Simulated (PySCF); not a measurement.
**Electron correlation in Tc+ (technetium, charge +1)**

[Kr] 4d6, high-spin 5D determinant (an excited configuration). Computed with PySCF 2.14 in x2c-TZVPPall (8s6p6d2f1g, 79 functions), with the spin-free X2C one-electron Hamiltonian (Gaussian nucleus). Frozen: [Ar] 3d10; 14 electrons correlated.

MP2 pair energies summed by pair of shells (mhartree):

```json
{"pair": "4p-4d", "energy": "-159.09", "share (%)": "40.5"}
{"pair": "4d-4d", "energy": "-106.50", "share (%)": "27.1"}
{"pair": "4p-4p", "energy": "-69.90", "share (%)": "17.8"}
{"pair": "4s-4p", "energy": "-29.84", "share (%)": "7.6"}
{"pair": "4s-4d", "energy": "-22.56", "share (%)": "5.7"}
{"pair": "4s-4s", "energy": "-4.81", "share (%)": "1.2"}
```

Total MP2 correlation energy: -392.70 mhartree.

Same-spin part -133.95 and opposite-spin part -258.76 mhartree; SCS-MP2 scales them by 1/3 and 6/5 to -355.16 mhartree.

This basis was not built for core-valence correlation, so the inner-shell part is incomplete.
